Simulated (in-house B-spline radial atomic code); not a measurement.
Values are calculated unless marked as measured or tabulated.
# Stopping and range of 2 keV Ti in Si

The pair potential comes from two frozen, spherical free-atom densities (PBE, B-spline radial code, scalar-relativistic past argon): electrostatics plus the change in Thomas-Fermi kinetic and Dirac exchange energy where they overlap, the recipe behind the universal ZBL potential, which averages such potentials (from solid-state densities) over many pairs. It is written V = (Z1 Z2 e²/r) φ(r/a), with e² = 14.3996 eV·Å and a = 0.46850 Å/(Z1^0.23 + Z2^0.23); ZBL's fit is φ = 0.18175 e^(−3.1998x) + 0.50986 e^(−0.94229x) + 0.28022 e^(−0.4029x) + 0.02817 e^(−0.20162x). Where φ falls below 4e-4 it is continued as an exponential.

The target is taken as amorphous, with density 2.329 g/cm³ (NSM archive of the Ioffe Institute); channelling is ignored. Masses: Ti 47.87, Si 28.09 u. Nuclear stopping is S_n = 4π a Z1 Z2 e² M1/(M1 + M2) × s_n(ε), with s_n integrated over impact parameters for each pair. Electronic stopping is Lindhard and Scharff's S_e = Z1^(1/6) 8π e² a0 Z1 Z2/(Z1^(2/3) + Z2^(2/3))^(3/2) × v/v0, with a0 = 0.529177 Å and v = v0 at 24.801 keV/u; it misses the oscillations with Z1 seen in experiment, which reach tens of per cent. Compounds add by atom fraction.

```csv
target atom,a (Å),ε at this energy,"s_n, this pair","s_n, ZBL potential"
Si,0.12103,0.02018,0.2345,0.2111
```

Task: What are the atom density and the stopping powers at entry?

Result: N = 2.329 × 0.602214/28.09 = 0.04993 atoms/Å³. For Si: S_n = 4251 × 0.2345 = 996.7 eV·Å², S_e = 1.7948 × √2000 = 80.27 eV·Å². Averaged over the target's atoms and times N × 10 Å/nm, the ion loses N S_n = 498 eV/nm to recoils and N S_e = 40.1 eV/nm to electrons; the nuclear share is 93 %.

Along the track:

```csv
E (keV),N S_n (eV/nm),N S_e (eV/nm)
0.1,128,8.96
0.3,225,15.5
0.6,313,22
1,389,28.3
1.5,452,34.7
2,498,40.1
```

Task: Estimate the path length and the projected range.

Result: With continuous slowing down the path is the integral of dE/(N (S_n + S_e)). Trapezoids over the table give 5.39 nm, and the stretch below the first row, with stopping taken as √E, adds 2E/(N S) = 1.5 nm: 6.85 nm in all, against 6.52 nm on a fine grid from 5 eV, a cut that itself drops some per cent of so short a path. Deflections shorten the depth: to first order in the energy passed on, N (S_n + S_e) dR_p/dE = 1 − N S_n (M2/M1) R_p/(2E), summed over the target's atoms, and integrating this on the fine grid gives R_p = 4.38 nm, 0.67 of the path. Lindhard's rule of thumb R/(1 + M2/3M1), with mean M2/M1 = 0.59, gives 5.45 nm. On the ZBL potential the same equation gives 4.79 nm, and the full integral equation, which keeps hard collisions, 4.86 nm.
